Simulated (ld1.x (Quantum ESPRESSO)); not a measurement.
# Reading a pseudo-wave (Mo)

Columns: radius, all-electron u(r) and pseudo u(r) of the 4s shell (level -65.67 eV) of molybdenum in the configuration [Ar] 3d10 4s2 4p6 4d5 5s0 5p1; PBEsol, scalar-relativistic, TM scheme, ld1.x (Quantum ESPRESSO) 7.5.

```tsv
r (bohr)	all-electron	pseudo
0.114	-0.3729	-0.0981
0.228	0.3265	-0.2028
0.342	0.5888	-0.3206
0.456	0.2539	-0.4570
0.570	-0.2526	-0.6130
0.684	-0.6809	-0.7793
0.798	-0.9554	-0.9328
0.912	-1.0832	-1.0407
1.026	-1.1000	-1.0766
1.140	-1.0441	-1.0379
1.254	-0.9477	-0.9472
1.368	-0.8336	-0.8336
1.482	-0.7166	-0.7166
1.596	-0.6056	-0.6056
1.710	-0.5051	-0.5051
1.824	-0.4171	-0.4171
1.938	-0.3415	-0.3415
2.052	-0.2779	-0.2779
2.166	-0.2249	-0.2249
2.280	-0.1812	-0.1812
2.394	-0.1454	-0.1454
2.508	-0.1164	-0.1164
2.622	-0.0929	-0.0929
2.736	-0.0740	-0.0740
2.850	-0.0588	-0.0588
2.964	-0.0467	-0.0467
```

**Question.** How many radial nodes do the two functions have?

**Answer.** The all-electron 4s function has n − l − 1 = 3 (the table is too coarse to show those close to the nucleus); the pseudo-wave has 0, since the states of the same l below it are removed with the core.

**Question.** At about which radius was the pseudo-wave matched?

**Answer.** 1.40 bohr. The columns agree to 0.0005 from 1.25 bohr on; several derivatives are matched, so the curves merge somewhat inside the radius.

**Question.** Where does each function peak?

**Answer.** Outermost all-electron maximum near 1.03 bohr, pseudo maximum near 1.03 bohr (to the table’s step).

**Question.** Is the pseudo-wave norm-conserving?

**Answer.** Yes: the TM scheme keeps the norm inside the radius equal to the all-electron one, which fixes the energy derivative of the logarithmic derivative at the level.
